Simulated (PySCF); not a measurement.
GeH7NOSi, SMILES [GeH3][O][SiH2]N.

The structure is a stationary point at PBE0-D3(BJ)/def2-SVP. The structure was generated by enumeration, and PubChem lists no compound with its InChIKey, so it may never have been made. The values are those of a single conformer.

All values below come from PBE/def2-TZVP (PySCF).

Isolated molecule, no solvent.

### Question
Estimate the frontier levels, gap, dipole moment and polarisability. (The exact figures need the calculation; the answer reports its results.)

### Answer

```json
{
  "highest_occupied_level": "-6.29 eV",
  "lowest_empty_level": "-0.61 eV",
  "orbital_gap": "5.68 eV",
  "dipole_moment": "0.97 D",
  "quadrupole, principal values (traceless, Buckingham form, about the centre of nuclear charge)": "-7.27, -0.54, 7.81 D·Å",
  "mean_static_polarisability": "69.4 bohr³ (10.28 Å³)",
  "polarisability_principal_values": "62.8, 62.8, 82.5 bohr³"
}
```
